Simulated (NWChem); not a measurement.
The numbers come from NWChem runs, not from measurements. System: MgO, charge 0, spin multiplicity 1, displaced from the optimised geometry. The structure started from a generated list of species. Level: RHF/cc-pVDZ, spin-restricted.

The NWChem input:

```
start mol
memory heap 200 mb stack 900 mb global 1100 mb
geometry units angstroms nocenter noautoz noautosym
  Mg     0.000000     0.000000     0.699045
  O      0.000000     0.000000    -2.359277
end
basis spherical
  * library cc-pvdz
end
scf
  rhf
  nopen 0
  maxiter 100
  thresh 1e-7
  semidirect memsize 60000000 filesize 0
end
task scf energy
```

Part of the output:

```
             Northwest Computational Chemistry Package (NWChem) 7.3.0
             --------------------------------------------------------

                                NWChem Input Module
                                -------------------

 Scaling coordinates for geometry "geometry" by  1.889725989
 (inverse scale =  0.529177249)

                             Geometry "geometry" -> ""
                             -------------------------

 Output coordinates in angstroms (scale by  1.889725989 to convert to a.u.)

  No.       Tag          Charge          X              Y              Z
 ---- ---------------- ---------- -------------- -------------- --------------
    1 Mg                  12.0000     0.00000000     0.00000000     0.69904500
    2 O                    8.0000     0.00000000     0.00000000    -2.35927700

 Effective nuclear repulsion energy (a.u.)      16.6107479539

            Nuclear Dipole moment (a.u.)
            ----------------------------
        X                 Y               Z
 ---------------- ---------------- ----------------
     0.0000000000     0.0000000000   -19.8150544450


 Summary of "ao basis" -> "" (spherical)
 ------------------------------------------------------------------------------
       Tag                 Description            Shells   Functions and Types
 ---------------- ------------------------------  ------  ---------------------
 *                          cc-pvdz                   on all atoms

 Summary of "ao basis" -> "ao basis" (spherical)
 ------------------------------------------------------------------------------
       Tag                 Description            Shells   Functions and Types
 ---------------- ------------------------------  ------  ---------------------
 Mg                         cc-pvdz                  8       18   4s3p1d
 O                          cc-pvdz                  6       14   3s2p1d

                                 NWChem SCF Module
                                 -----------------

  ao basis        = "ao basis"
  functions       =    32
  atoms           =     2
  closed shells   =    10
  open shells     =     0
  charge          =   0.00
  wavefunction    = RHF
  use symmetry    = F
  symmetry adapt  = F

 Summary of "ao basis" -> "ao basis" (spherical)
 ------------------------------------------------------------------------------
       Tag                 Description            Shells   Functions and Types
 ---------------- ------------------------------  ------  ---------------------
 Mg                         cc-pvdz                  8       18   4s3p1d
 O                          cc-pvdz                  6       14   3s2p1d

 Forming initial guess at       0.0s

      Superposition of Atomic Density Guess
      -------------------------------------

 Sum of atomic energies:        -274.37196817

      Non-variational initial energy
      ------------------------------

 Total energy =    -273.890576
 1-e energy   =    -415.873214
 2-e energy   =     125.371890
 HOMO         =      -0.368702
 LUMO         =      -0.235808

 Starting SCF solution at       0.2s

 ----------------------------------------------
         Quadratically convergent ROHF

 Convergence threshold     :          1.000E-07
 Maximum no. of iterations :          100
 Final Fock-matrix accuracy:          1.000E-09
 ----------------------------------------------

              iter       energy          gnorm     gmax       time
             ----- ------------------- --------- --------- --------
                 1     -273.6425150491  2.15D+00  9.51D-01      0.2
                 2     -273.9877422916  1.04D+00  4.85D-01      0.2
                 3     -274.0449126280  1.62D+00  8.33D-01      0.2
                 4     -274.1787988778  5.02D-01  3.55D-01      0.2
                 5     -274.2541075962  5.09D-01  2.60D-01      0.2
                 6     -274.2785256308  1.11D-01  4.53D-02      0.2
                 7     -274.2807441138  7.11D-03  3.07D-03      0.3
                 8     -274.2807641296  7.66D-05  2.98D-05      0.3
                 9     -274.2807641304  5.35D-09  2.67D-09      0.3

       Final RHF  results
       ------------------

         Total SCF energy =   -274.280764130431
      One-electron energy =   -415.905142092098
      Two-electron energy =    125.013630007733
 Nuclear repulsion energy =     16.610747953934

        Time for solution =      0.0s

             Final eigenvalues
             -----------------

              1
    1  -49.0510
    2  -20.6570
    3   -3.7855
    4   -2.3002
    5   -2.3002
    6   -2.2998
    7   -1.2156
    8   -0.5317
    9   -0.5317
   10   -0.2660
   11   -0.0073
   12    0.0420
   13    0.0420
   14    0.0898
   15    0.1858
   16    0.2736
   17    0.2736
   18    0.2856
   19    0.4473
   20    0.4473

                       ROHF Final Molecular Orbital Analysis
                       -------------------------------------

 Vector    8  Occ=2.000000D+00  E=-5.317470D-01
              MO Center= -9.8D-17,  4.8D-18, -2.4D+00, r^2= 5.7D-01
   Bfn.  Coefficient  Atom+Function         Bfn.  Coefficient  Atom+Function
  ----- ------------  ---------------      ----- ------------  ---------------
    22      0.658761  2 O  px                25      0.469291  2 O  px

 Vector    9  Occ=2.000000D+00  E=-5.317470D-01
              MO Center= -2.5D-16,  2.4D-16, -2.4D+00, r^2= 5.7D-01
   Bfn.  Coefficient  Atom+Function         Bfn.  Coefficient  Atom+Function
  ----- ------------  ---------------      ----- ------------  ---------------
    23      0.658761  2 O  py                26      0.469291  2 O  py

 Vector   10  Occ=2.000000D+00  E=-2.660143D-01
              MO Center=  1.0D-16,  1.3D-16,  4.9D-01, r^2= 3.7D+00
   Bfn.  Coefficient  Atom+Function         Bfn.  Coefficient  Atom+Function
  ----- ------------  ---------------      ----- ------------  ---------------
     3      0.579031  1 Mg s                  4      0.443448  1 Mg s

 Vector   11  Occ=0.000000D+00  E=-7.312059D-03
              MO Center=  1.5D-17, -3.1D-16, -8.6D-01, r^2= 5.7D+00
   Bfn.  Coefficient  Atom+Function         Bfn.  Coefficient  Atom+Function
  ----- ------------  ---------------      ----- ------------  ---------------
    27      0.442402  2 O  pz                24      0.418615  2 O  pz
    13     -0.376621  1 Mg pz                 4     -0.236323  1 Mg s
    10     -0.225096  1 Mg pz

 Vector   12  Occ=0.000000D+00  E= 4.204502D-02
              MO Center=  2.4D-16,  1.7D-15,  7.2D-01, r^2= 7.5D+00
   Bfn.  Coefficient  Atom+Function         Bfn.  Coefficient  Atom+Function
  ----- ------------  ---------------      ----- ------------  ---------------
    12      0.881615  1 Mg py                 9      0.161384  1 Mg py

 Vector   13  Occ=0.000000D+00  E= 4.204502D-02
              MO Center=  6.1D-16,  2.2D-16,  7.2D-01, r^2= 7.5D+00
   Bfn.  Coefficient  Atom+Function         Bfn.  Coefficient  Atom+Function
  ----- ------------  ---------------      ----- ------------  ---------------
    11      0.881615  1 Mg px                 8      0.161384  1 Mg px

 center of mass
 --------------
 x =   0.00000000 y =   0.00000000 z =  -0.99117627

 moments of inertia (a.u.)
 ------------------
         320.511849590114           0.000000000000           0.000000000000
           0.000000000000         320.511849590114           0.000000000000
           0.000000000000           0.000000000000           0.000000000000

  Mulliken analysis of the total density
  --------------------------------------

    Atom       Charge   Shell Charges
 -----------   ------   -------------------------------------------------------
    1 Mg  12    11.90   2.00  2.00  1.07  0.80  6.00  0.00  0.01  0.00
    2 O    8     8.10   2.00  0.93  1.06  2.48  1.63  0.00

       Multipole analysis of the density wrt the origin
       ------------------------------------------------

     L   x y z        total         open         nuclear
     -   - - -        -----         ----         -------
     0   0 0 0      0.000000      0.000000     20.000000

     1   1 0 0      0.000000      0.000000      0.000000
     1   0 1 0     -0.000000      0.000000      0.000000
     1   0 0 1      0.733510      0.000000    -19.815054

     2   2 0 0    -13.277286      0.000000      0.000000
     2   1 1 0      0.000000      0.000000      0.000000
     2   1 0 1     -0.000000      0.000000      0.000000
     2   0 2 0    -13.277286      0.000000      0.000000
     2   0 1 1      0.000000      0.000000      0.000000
     2   0 0 2    -13.610459      0.000000    179.958325

 Task  times  cpu:        0.2s     wall:        0.2s

 Total times  cpu:        0.3s     wall:        0.3s
```
